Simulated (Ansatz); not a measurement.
This geometry of AlF2H3OSi + H2 (10 atoms, charge 0, multiplicity 1) is a first-order saddle point.

Level of theory: RKS r2SCAN-D4/def2-SVP in Ansatz.

```xyz
10
Properties=species:S:1:pos:R:3
Al -0.065 0.395 -0.013
O -0.454 0.174 1.761
Si -1.321 -0.499 3.053
H -1.838 -1.816 2.595
H -0.399 -0.661 4.208
H -2.440 0.413 3.413
F 1.188 -0.541 -0.565
F -1.411 0.569 -0.967
H 0.449 1.861 0.724
H 0.035 1.253 1.563
```

(1) Which two structures does it join? (They come from a converged band through this point; their orientation in space is the band's.)

(2) How far does it lie above each of them?

Answers

(1) Bonds broken: H9–H10. Bonds formed: Al1–H9, O2–H10. AlF2H3OSi + H2 becomes AlF2H5OSi.

First end point:

```xyz
10
Properties=species:S:1:pos:R:3
Al -0.041 0.056 0.227
O -0.723 -0.276 1.723
Si -1.430 -0.668 3.160
H -2.624 -1.534 2.932
H -0.463 -1.397 4.033
H -1.863 0.578 3.861
F 1.563 -0.248 -0.041
F -0.994 0.400 -1.087
H -0.046 2.166 0.162
H 0.366 2.070 0.802
```

Last end point:

```xyz
10
Properties=species:S:1:pos:R:3
Al -0.184 0.666 0.062
O 0.035 0.369 1.953
Si -1.309 -0.409 2.770
H -1.557 -1.753 2.210
H -0.741 -0.539 4.145
H -2.471 0.502 2.794
F 0.899 -0.398 -0.640
F -1.751 0.029 0.279
H -0.027 2.200 -0.258
H 0.852 0.481 2.458
```

(2) 0.93 eV above the first and 0.76 eV above the second. This is the barrier of this one path; another mechanism may lie lower. The orbitals stay closed-shell, which can raise the energy where a bond breaks towards radicals; this wasn't checked here.

The run took 3.6 min on 4 threads of Arm Neoverse V2, with other jobs on the host, peak memory 0.18 GiB.
